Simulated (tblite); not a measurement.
C₄H₁₂FNSi₃.
Numbering: `[F:1][CH:2]1[CH2:3][C:4]2([CH2:5]1)[SiH2:6][N:7]([SiH3:8])[SiH2:9]2` (hydrogens: H10 on C2; H11, H12 on C3; H13, H14 on C5; H15, H16 on Si6; H17, H18, H19 on Si8; H20, H21 on Si9)

A start from a force field or distance geometry was refined with GFN2-xTB geometry optimisation, gas phase in tblite. Values at the start:

```json
{"coordinate": "F1–C2", "start": "1.367 Å"}
{"coordinate": "C2–C3", "start": "1.544 Å"}
{"coordinate": "C2–H10", "start": "1.108 Å"}
{"coordinate": "C3–C4", "start": "1.472 Å"}
{"coordinate": "C3–H11", "start": "1.119 Å"}
{"coordinate": "C3–H12", "start": "1.110 Å"}
{"coordinate": "C4–Si6", "start": "1.820 Å"}
{"coordinate": "C4–Si9", "start": "1.834 Å"}
{"coordinate": "Si6–N7", "start": "1.807 Å"}
{"coordinate": "Si6–H15", "start": "1.485 Å"}
{"coordinate": "N7–Si8", "start": "1.769 Å"}
{"coordinate": "N7–Si9", "start": "1.796 Å"}
{"coordinate": "Si8–H17", "start": "1.480 Å"}
{"coordinate": "Si9–H20", "start": "1.486 Å"}
{"coordinate": "F1–C2–C3", "start": "114.4°"}
{"coordinate": "C2–C3–C4", "start": "86.2°"}
{"coordinate": "C3–C4–C5", "start": "94.6°"}
{"coordinate": "C3–C4–Si6", "start": "120.7°"}
{"coordinate": "Si6–C4–Si9", "start": "83.2°"}
{"coordinate": "Si6–N7–Si8", "start": "116.1°"}
{"coordinate": "Si6–N7–Si9", "start": "84.7°"}
{"coordinate": "Si8–N7–Si9", "start": "115.7°"}
{"coordinate": "C3–C4–Si6–N7", "start": "-155°"}
{"coordinate": "C3–C4–Si9–N7", "start": "156°"}
{"coordinate": "C4–Si6–N7–Si8", "start": "151°"}
{"coordinate": "Si6–N7–Si9–C4", "start": "-34°"}
```

How do these coordinates change at the GFN2-xTB level?

```json
{"coordinate": "C4–Si6", "GFN2-xTB (Å or °)": "1.916", "change": "+0.096"}
{"coordinate": "C4–Si9", "GFN2-xTB (Å or °)": "1.916", "change": "+0.082"}
{"coordinate": "C3–C4", "GFN2-xTB (Å or °)": "1.542", "change": "+0.070"}
{"coordinate": "Si6–N7", "GFN2-xTB (Å or °)": "1.758", "change": "-0.049"}
{"coordinate": "N7–Si9", "GFN2-xTB (Å or °)": "1.755", "change": "-0.041"}
{"coordinate": "N7–Si8", "GFN2-xTB (Å or °)": "1.732", "change": "-0.037"}
{"coordinate": "C3–H11", "GFN2-xTB (Å or °)": "1.088", "change": "-0.031"}
{"coordinate": "Si9–H20", "GFN2-xTB (Å or °)": "1.463", "change": "-0.023"}
{"coordinate": "Si6–H15", "GFN2-xTB (Å or °)": "1.463", "change": "-0.022"}
{"coordinate": "C3–H12", "GFN2-xTB (Å or °)": "1.090", "change": "-0.020"}
{"coordinate": "C2–C3", "GFN2-xTB (Å or °)": "1.526", "change": "-0.018"}
{"coordinate": "Si8–H17", "GFN2-xTB (Å or °)": "1.466", "change": "-0.014"}
{"coordinate": "C2–H10", "GFN2-xTB (Å or °)": "1.094", "change": "-0.014"}
{"coordinate": "F1–C2", "GFN2-xTB (Å or °)": "1.379", "change": "+0.012"}
{"coordinate": "Si8–N7–Si9", "GFN2-xTB (Å or °)": "131.3", "change": "+15.6"}
{"coordinate": "Si6–N7–Si9", "GFN2-xTB (Å or °)": "99.8", "change": "+15.1"}
{"coordinate": "Si6–N7–Si8", "GFN2-xTB (Å or °)": "128.9", "change": "+12.8"}
{"coordinate": "C3–C4–C5", "GFN2-xTB (Å or °)": "88.6", "change": "-6.0"}
{"coordinate": "Si6–C4–Si9", "GFN2-xTB (Å or °)": "89.0", "change": "+5.8"}
{"coordinate": "C2–C3–C4", "GFN2-xTB (Å or °)": "88.6", "change": "+2.4"}
{"coordinate": "C3–C4–Si6", "GFN2-xTB (Å or °)": "122.2", "change": "+1.5"}
{"coordinate": "F1–C2–C3", "GFN2-xTB (Å or °)": "115.7", "change": "+1.3"}
{"coordinate": "Si6–N7–Si9–C4", "GFN2-xTB (Å or °)": "0", "change": "+34"}
{"coordinate": "C3–C4–Si6–N7", "GFN2-xTB (Å or °)": "-125", "change": "+30"}
{"coordinate": "C4–Si6–N7–Si8", "GFN2-xTB (Å or °)": "179", "change": "+28"}
{"coordinate": "C3–C4–Si9–N7", "GFN2-xTB (Å or °)": "127", "change": "-29"}
```

The energy falls by 145.8 kJ/mol over 88 L-BFGS steps, the largest force on an atom goes from 2.79 to 0.010 eV/Å, and the atoms move by 0.523 Å rms after alignment. The bond that changes most is C4–Si6 (sp3 carbon bound to silicon to SiH2 silicon), which lengthens by 0.096 Å. Bonds longer at the end by more than 0.005 Å: 8 of 22; shorter: 13. Among the dihedrals that turn most is Si6–N7–Si8–H17, from 99° to 54°. Rotational constants go from 2894, 537.6, 510.0 to 2816, 494.5, 457.5 MHz.

Its lowest GFN2-xTB frequency is 15 cm⁻¹, too small to tell a flat minimum from a shallow saddle.

The numbers are calculated, not measured.
